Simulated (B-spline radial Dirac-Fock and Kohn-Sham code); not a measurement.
# Total conversion coefficients of Nd against transition energy

Level of theory: a Dirac-Hartree-Slater potential of the neutral atom with a Latter tail (no hole, which puts coefficients of high multipoles low close above an edge), finite nucleus with surface currents; a B-spline atomic structure program. Subshells within 1 keV of threshold and pair formation are left out.

| energy (keV) | E1 | E3 | E4 | E5 | M3 | M4 |
| --- | --- | --- | --- | --- | --- | --- |
| 10.7 | 21.3 | 1.60e+07 | 2.00e+09 | 3.02e+11 | 3.98e+07 | 7.47e+09 |
| 11.9 | 15.9 | 8.39e+06 | 9.46e+08 | 1.21e+11 | 1.97e+07 | 3.27e+09 |
| 16.4 | 6.60 | 1.21e+06 | 1.03e+08 | 8.35e+09 | 2.42e+06 | 2.79e+08 |
| 16.5 | 6.49 | 1.16e+06 | 9.83e+07 | 7.95e+09 | 2.33e+06 | 2.67e+08 |
| 18.1 | 5.02 | 665000 | 5.21e+07 | 3.76e+09 | 1.28e+06 | 1.32e+08 |
| 19.2 | 4.26 | 466000 | 3.47e+07 | 2.35e+09 | 879000 | 8.48e+07 |
| 20 | 3.80 | 364000 | 2.63e+07 | 1.69e+09 | 677000 | 6.24e+07 |
| 32.4 | 0.983 | 20100 | 974000 | 3.90e+07 | 33100 | 1.78e+06 |
| 50 | 1.67 | 1520 | 51000 | 1.39e+06 | 3050 | 83200 |
| 63.1 | 0.904 | 396 | 10600 | 237000 | 980 | 18100 |
| 68 | 0.740 | 259 | 6420 | 134000 | 687 | 11300 |
| 72.6 | 0.621 | 179 | 4150 | 81900 | 505 | 7540 |
| 78.6 | 0.501 | 115 | 2450 | 45000 | 348 | 4670 |
| 83.8 | 0.421 | 81.3 | 1600 | 27800 | 259 | 3190 |
| 100 | 0.260 | 31.6 | 506 | 7440 | 116 | 1150 |
| 101 | 0.253 | 30.0 | 475 | 6920 | 111 | 1090 |
| 163 | 0.0685 | 2.82 | 24.3 | 218 | 13.5 | 83.5 |
| 200 | 0.0394 | 1.12 | 7.50 | 54.0 | 5.71 | 29.8 |
| 207 | 0.0360 | 0.960 | 6.20 | 43.0 | 4.95 | 25.1 |
| 377 | 0.00771 | 0.0881 | 0.313 | 1.18 | 0.464 | 1.53 |
| 428 | 0.00568 | 0.0564 | 0.182 | 0.614 | 0.291 | 0.885 |
| 474 | 0.00447 | 0.0400 | 0.120 | 0.373 | 0.201 | 0.576 |
| 500 | 0.00396 | 0.0336 | 0.0973 | 0.291 | 0.167 | 0.462 |
| 539 | 0.00334 | 0.0265 | 0.0731 | 0.207 | 0.128 | 0.340 |
| 638 | 0.00231 | 0.0159 | 0.0399 | 0.101 | 0.0723 | 0.175 |
| 1000 | 0.000939 | 0.00480 | 0.00978 | 0.0196 | 0.0175 | 0.0344 |
| 1030 | 0.000889 | 0.00446 | 0.00900 | 0.0178 | 0.0160 | 0.0312 |
| 1690 | 0.000373 | 0.00146 | 0.00252 | 0.00418 | 0.00400 | 0.00663 |
| 2000 | 0.000284 | 0.00103 | 0.00170 | 0.00270 | 0.00258 | 0.00411 |

Q: How fast do they fall between 1030 and 2000 keV?

A: As powers of the energy: E1 E^-1.72, E3 E^-2.21, E4 E^-2.51, E5 E^-2.84, M3 E^-2.75, M4 E^-3.05. Within one type (E or M) the higher multipoles fall faster.

Values without a named source are computed, but for edge energies of neutral atoms, which are taken from tables.
